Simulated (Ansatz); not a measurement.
AlH₇SiSn, SMILES `[AlH2][SnH2][SiH3]`, relaxed with RKS PBE-D4/def2-SVP in the Gaussian-basis code of Ansatz from a rough embedded geometry. The force threshold is 0.03 eV/Å; the program also tests the step.

Charge 0, multiplicity 1. Sn: def2 effective core potential.

Start:

```xyz
10

Al    1.156    1.734   -1.038
Sn   -0.705   -0.052   -0.739
Si   -0.256   -1.248    1.407
H     2.270    1.904    0.005
H     1.169    2.697   -2.388
H    -0.694   -1.194   -2.082
H    -2.294    0.730   -0.663
H     0.986   -1.926    1.354
H    -0.299   -0.346    2.515
H    -1.332   -2.299    1.629
```

Problem. By how much does the energy fall, and how many steps does the optimiser take? (Estimate.)

Solution. The calculation gave: 6.56 kcal/mol, in 3 steps.

Problem. Which bonds change most? (An estimate is asked.)

Solution. The calculation gave: Si3–H8 from 1.417 to 1.506 Å; Sn2–Si3 from 2.498 to 2.587 Å; Si3–H9 from 1.429 to 1.506 Å; Al1–Sn2 from 2.597 to 2.669 Å.

Problem. Give the relaxed structure. (Estimate.)

Solution. Ansatz gave: 
```xyz
10

Al    1.187    1.822   -1.136
Sn   -0.703   -0.025   -0.761
Si   -0.323   -1.328    1.441
H     2.337    1.987   -0.031
H     1.212    2.769   -2.431
H    -0.744   -1.167   -2.068
H    -2.286    0.687   -0.703
H     1.022   -2.004    1.397
H    -0.326   -0.365    2.599
H    -1.375   -2.377    1.693
```
